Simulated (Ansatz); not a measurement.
C$_{5}$H$_{13}$NO$_{2}$Si$_{2}$, SMILES `C=C[Si@@H](O)N(C)[Si@@H](O)C=C`, 23 atoms. The species carries charge 0 and has multiplicity 1. All runs use 6 threads of an AMD EPYC 7R13 on a shared host and a share of an NVIDIA H100 80 GB. Correlated methods freeze the cores.

(1) Give the basis size and wall time and peak host memory of each of these runs in Ansatz. RKS PBE0-D4/def2-TZVP relaxation (17 steps); RKS PBE0-D4/def2-QZVPP energy; RKS ωB97M-V/def2-SVP energy; RKS r2SCAN0-D4/def2-TZVPP energy; RHF-MP2/def2-QZVPP energy; RKS BLYP-D4/def2-TZVPP energy; RKS PBE0-D4/def2-SVP energy; RHF-CCSD(T)/def2-SVP energy; RKS ωB97M-V/def2-QZVPP energy; RKS BHLYP-D4/def2-TZVPP energy; RKS PBE-QIDH (frozen core)/def2-TZVPP energy; RHF-CCSD(T)/def2-TZVPP energy. (Estimate.)

Answers

(1) Ansatz gave: Other jobs shared the machine, so times are rough.

| level | job | functions | wall time | peak host memory (GiB) |
| --- | --- | --- | --- | --- |
| RHF-CCSD(T)/def2-SVP | energy | 213 | 4.4 s | 0.83 |
| RKS BHLYP-D4/def2-TZVPP | energy | 514 | 4.7 s | 1.1 |
| RKS r2SCAN0-D4/def2-TZVPP | energy | 514 | 4.9 s | 1.1 |
| RKS PBE0-D4/def2-SVP | energy | 213 | 5.5 s | 0.87 |
| RKS ωB97M-V/def2-SVP | energy | 213 | 6.5 s | 1 |
| RKS PBE-QIDH (frozen core)/def2-TZVPP | energy | 514 | 6.5 s | 2.7 |
| RKS BLYP-D4/def2-TZVPP | energy | 514 | 8 s | 1.1 |
| RHF-MP2/def2-QZVPP | energy | 986 | 8.5 s | 1.7 |
| RKS PBE0-D4/def2-QZVPP | energy | 986 | 10 s | 1.6 |
| RKS ωB97M-V/def2-QZVPP | energy | 986 | 15 s | 1.7 |
| RHF-CCSD(T)/def2-TZVPP | energy | 514 | 45 s | 2.6 |
| RKS PBE0-D4/def2-TZVP | relaxation (17 steps) | 400 | 78 s | 1.1 |
